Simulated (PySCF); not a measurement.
**C₆ coefficients of unlike pairs at PBE**

Calculated with PySCF 2.14 from the dipole response of each species, C₆(A,B) = (3/π) ∫ α_A(iu) α_B(iu) du, in atomic units, from isotropic polarisabilities. For ions this is the dispersion term alone; charge-induced terms of lower order in 1/R come first.

```tsv
species	configuration	basis	relativity	α (bohr³)	C₆ (like pair)
Si	[Ne] 3s2 3p2 (3P)	aug-cc-pVDZ-DK (5s4p2d)	spin-free X2C	39.61	329.7
C⁺	[He] 2s2 2p1 (2P)	aug-cc-pVDZ (4s3p2d)	none	6.099	14.69
Mo	[Kr] 4d5 5s1 (7S)	aug-cc-pwCVTZ-PP with ECP28MDF (8s8p7d4f3g)	core potential	72.90	759.8
Ti²⁺	[Ar] 3d2 (3F)	aug-cc-pVDZ-DK (7s6p4d2f)	spin-free X2C	4.887	13.80
```

**Question.** Estimate C₆ for Ti²⁺ with Si.

**Answer.** The integral gives 58.02. The combination rule 2 C_A C_B / (C_A α_B/α_A + C_B α_A/α_B) gives 59.66 and the geometric mean 67.46.

No spin-orbit coupling is included.

The other pairs:

```csv
pair,C₆
"Mo, Si",494.4
"Ti²⁺, Mo",86.63
"Ti²⁺, C⁺",13.72
"Mo, C⁺",97.97
"C⁺, Si",66.42
```
